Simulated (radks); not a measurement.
Q: Radial electron density D(r) = 4 pi r^2 rho(r) of an atom or ion with 39 electrons. Calculated with a radial shooting solver on a logarithmic mesh with Libxc functionals: scalar-relativistic Kohn-Sham, BLYP, spin-polarised, spherical densities, finite nucleus; Fermi nuclear charge, rms radius of each element as measured or else 0.836 A^(1/3) + 0.57 fm.

```
   r/bohr * D(r) (the largest magnitude, 61.3, reaches the edge; | marks zero)
 0.001932 | *
 0.002231 |  *
 0.002577 |  *
 0.002976 |   *
 0.003437 |    *
 0.003969 |      *
 0.004584 |        *
 0.005294 |          *
 0.006114 |            *
 0.007061 |               *
 0.008154 |                   *
 0.009417 |                      *
  0.01088 |                          *
  0.01256 |                               *
  0.01451 |                                   *
  0.01675 |                                      *
  0.01935 |                                         *
  0.02234 |                                           *
   0.0258 |                                            *
   0.0298 |                                            *
  0.03442 |                                          *
  0.03975 |                                        *
   0.0459 |                                      *
  0.05301 |                                     *
  0.06122 |                                      *
  0.07071 |                                         *
  0.08166 |                                              *
  0.09431 |                                                   *
   0.1089 |                                                      *
   0.1248 |                                                      *
   0.1441 |                                                  *
   0.1664 |                                           *
   0.1922 |                                    *
    0.222 |                                 *
   0.2563 |                                 *
   0.2961 |                                    *
   0.3419 |                                        *
   0.3949 |                                       *
    0.456 |                                   *
   0.5267 |                           *
   0.6082 |                  *
   0.7024 |            *
   0.8112 |        *
   0.9369 |        *
    1.082 |       *
     1.25 |       *
    1.443 |     *
    1.667 |    *
    1.925 |  *
    2.223 | *
    2.567 |*
    2.965 |*
    3.424 |*
    3.954 *
    4.567 *
    5.274 *
    6.091 *
    7.034 *
    8.124 *
    9.382 *
```

What is the nuclear charge?

A: Z = 40. The innermost maximum, from 1s, lies near gamma/Z bohr with gamma = sqrt(1 - (Z/c)^2) = 0.956, here 0.0239 bohr (found: 0.0260), and its height grows with Z. The density is that of the zirconium ion Zr+ in [Kr] 4d2 5s1; the configuration itself is not fixed sharply by these data, and Z only to a few units. D(r) has 3 maxima, at r = 0.0260, 0.115, 0.367 bohr, and minima at 0.0526, 0.235 bohr, inside which lie 2.04, 11.05 electrons.
